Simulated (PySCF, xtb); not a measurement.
CH₄I₂OSi, SMILES CO[SiH](I)I.

GFN2-xTB (xtb) at its own geometry gives an orbital gap of 5.56 eV and a dipole moment of 6.04 D.

Geometry: B3LYP-D3(BJ)/def2-SVP. The def2 effective core potentials stand for the cores of I; spin–orbit coupling is left out. The values are those of a single conformer.

Question: What does PBE/def2-TZVP (PySCF) give? (An estimate is asked for; the answer gives what the named calculation found.)

Answer: gap 4.40 eV (levels -6.51 and -2.12 eV), dipole 1.75 D.
